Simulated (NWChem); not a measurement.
System: iminoborane (BNH2); SMILES B=N

```xyz
4

B      0.0001     0.6867     0.0000
N      0.0002    -0.5459     0.0000
H     -0.0002     1.8583     0.0000
H      0.0032    -1.5374     0.0000
```
Atoms are numbered in this order, from 1.

Program: NWChem. Geometry optimised at PBE0-D3(BJ)/def2-TZVP; all other runs use it. Pople sets run with spherical d functions. Vzz has the sign of the potential's second derivative.

| quantity | level | value |
|---|---|---|
| J(14N atom 2, 1H atom 3) (Hz) | PBE/pcJ-1 | (withheld) |
| −ε(HOMO) (eV) | LDA (Slater exchange, VWN5)/def2-TZVP | 7.43 |
| vertical, lowest excitation, singlet (eV) | PBE/def2-SVP, TDA | (withheld) |
| anisotropy (bohr³) at 589 nm | B3LYP/def2-TZVPD | 11.2 |
| Vzz B1 (a.u.) | PBE/6-31G* | -0.268 |
| dipole (D) | PBE0-D3(BJ)/def2-TZVP | (withheld) |
| highest harmonic frequency (cm⁻¹) | PBE0-D3(BJ)/def2-TZVP | 3895 |

Q: Fill in the missing entries.

A: 
- J(14N atom 2, 1H atom 3) (Hz), value: 12.3
- vertical, lowest excitation, singlet (eV), value: 7.31
- dipole (D), value: 0.02
